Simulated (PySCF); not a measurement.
C₃H₈AlNO.
Structure used (PBE0-D3(BJ)/def2-SVP), in Å, numbered top down from 1:
```xyz
14
C3H8AlNO angstrom
C     -2.377   -1.250    0.159
O     -1.055   -0.917   -0.190
C     -0.016   -1.886    0.019
C      1.189   -1.094   -0.474
N      2.394   -1.494   -0.520
Al     0.133    0.567   -0.924
H     -2.447   -1.478    1.236
H     -3.008   -0.383   -0.071
H     -2.723   -2.119   -0.424
H      0.037   -2.153    1.091
H     -0.226   -2.794   -0.577
H      2.489   -2.461   -0.171
H     -0.328    0.825   -2.431
H      0.071    1.764    0.131
```

Jobs on this species (14 atoms, 54 electrons) with PySCF (density fitting). Hardware of each: one thread, Arm Neoverse V1 (aarch64), on a shared host. Times come from a shared host and carry two figures at best. Peak memory is the resident size of the whole Python process, interpreter and libraries included.

| level and settings | work | basis functions | SCF cycles | wall time | peak memory |
| --- | --- | --- | --- | --- | --- |
| CAM-B3LYP/pcSseg-1 | shieldings, ring-centre shieldings | 149 | ? | ? | ? |
| PBE0/cc-pVTZ | shieldings, ring-centre shieldings, charges and field gradients | 296 | ? | ? | ? |
| PBE0/aug-cc-pVDZ | shieldings, ring-centre shieldings, charges and field gradients | 214 | ? | ? | ? |
| PBE0/def2-SVP | shieldings, ring-centre shieldings, charges and field gradients | 128 | 14 | 13 s | 0.66 GiB |
| PBE0/cc-pVDZ | shieldings, ring-centre shieldings, charges and field gradients | 128 | 14 | 15 s | 0.70 GiB |
| PBE0/6-31G | shieldings, ring-centre shieldings, charges and field gradients | 74 | 14 | 7.8 s | 0.47 GiB |
| BHandHLYP/pcSseg-1 | shieldings, ring-centre shieldings | 149 | 13 | 18 s | 0.85 GiB |
| PBE0/6-311+G(2d,p) | shieldings, ring-centre shieldings, charges and field gradients | 218 | 14 | 32 s | 0.94 GiB |
| PBE0/pcSseg-1 | shieldings, ring-centre shieldings | 149 | 14 | 20 s | 0.85 GiB |

Task: Fill in the missing figures.

Result: 
- CAM-B3LYP/pcSseg-1; shieldings, ring-centre shieldings: 27 s, 0.86 GiB, 13 SCF cycles
- PBE0/cc-pVTZ; shieldings, ring-centre shieldings, charges and field gradients: 63 s, 1.1 GiB, 14 SCF cycles
- PBE0/aug-cc-pVDZ; shieldings, ring-centre shieldings, charges and field gradients: 39 s, 0.98 GiB, 14 SCF cycles

Task: What do all jobs in the table cost together?

Result: About 3.9 min; the longest takes about 27 % of that, and about 8.1 times as long as the shortest.
